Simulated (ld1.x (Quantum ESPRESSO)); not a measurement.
What the settings do to the RRKJ potential of hydrogen (H)

Base potential:

H, norm-conserving RRKJ (Kleinman–Bylander form), made with ld1.x (Quantum ESPRESSO) 7.5 (BP86, scalar-relativistic). Core none, reference 1s1. Waves: 2p channel at 0.5 Ry: rc 1.05 bohr; 1s (bound): rc 0.95 bohr. Local part: the s channel. Core correction: none.

Cutoffs, loose and tight: the cutoffs (Ry, on a coarse ladder) from which the occupation-weighted sum of valence levels, in a spherical-Bessel basis at the reference potential, stays within 10 and 1 mRy of its value at 400 Ry. They do not see the model core or the augmentation charge, which bear on the density cutoff. Test errors are all-electron minus pseudo excitation energies from the reference, over the configurations 1s0.5. A dash means not determined; rows that change the core or the reference have their own tests.

| change | outcome | cutoff, loose | cutoff, tight | bound ghosts |
| --- | --- | --- | --- | --- |
| base | generated | 30 Ry | 50 Ry | none |
| all radii scaled by about 0.78 (s 0.74, p 0.82 bohr) | generated | 35 Ry | 70 Ry | none |
| all radii scaled by about 0.84 (s 0.80, p 0.88 bohr) | generated | 30 Ry | 70 Ry | none |
| all radii scaled by about 1.05 (s 1.00, p 1.10 bohr) | generated | 25 Ry | 50 Ry | none |
| all radii scaled by about 1.15 (s 1.10, p 1.20 bohr) | generated | 25 Ry | 40 Ry | none |
| all radii scaled by about 1.33 (s 1.26, p 1.40 bohr) | generated | 21 Ry | 35 Ry | none |
| all radii scaled by about 1.39 (s 1.32, p 1.46 bohr) | generated | 18 Ry | 35 Ry | none |

(1) What comes out with this change to the base: all radii scaled by about 1.22 (s 1.16, p 1.28 bohr)?

(2) What comes out with this change to the base: all radii scaled by about 0.90 (s 0.86, p 0.94 bohr)?

Answers

(1) outcome: generated; cutoff, loose: 21 Ry; cutoff, tight: 40 Ry; bound ghosts: none.

(2) outcome: generated; cutoff, loose: 30 Ry; cutoff, tight: 55 Ry; bound ghosts: none.

Reading the sweep of the scale of all radii (base = 1) (base included, trends over the rows without a ghost): The loose cutoff falls from 35 Ry at 0.78 to 18 Ry at 1.39. A larger radius leaves more room for a smooth pseudo-wave, so fewer plane waves are needed; a smaller one forces it to follow the all-electron wave where it bends sharply.
